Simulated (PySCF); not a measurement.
Al(Me)(NH2)2 (CH7AlN2), SMILES [CH3][Al]([NH2])[NH2].

Geometry: B3LYP-D3(BJ)/def2-SVP. The structure was generated by enumeration; whether it is a known compound was not checked. The values are those of a single conformer.

Computed with PySCF with TDA-PBE/def2-SVPD.

Vertical excitations. 

### Question
Give excitation energies, oscillator strengths and character. (Estimate from the structure and the level; the computed values follow.)

### Answer

```csv
state,energy (eV),λ (nm),f,main pairs
S1,4.65,267,0.000,HOMO→LUMO 100 %
S2,5.35,232,0.078,HOMO−1→LUMO 98 %
S3,6.09,204,0.001,HOMO→LUMO+2 97 %
S4,6.19,200,0.062,HOMO−2→LUMO 96 %
S5,6.28,197,0.048,HOMO→LUMO+3 97 %
S6,6.31,196,0.102,HOMO→LUMO+1 87 %
S7,6.71,185,0.008,HOMO−1→LUMO+2 95 %
S8,6.81,182,0.011,HOMO→LUMO+4 90 %
S9,6.85,181,0.092,HOMO−1→LUMO+1 77 %
S10,6.88,180,0.000,HOMO−1→LUMO+3 97 %
T1,4.47,277,0,HOMO→LUMO 100 %
T2,5.05,245,0,HOMO−1→LUMO 98 %
T3,5.35,232,0,HOMO→LUMO+1 99 %
T4,5.81,214,0,"HOMO−1→LUMO+1 83 %, HOMO−2→LUMO 15 %"
```
Triplets are in the Tamm–Dancoff approximation.
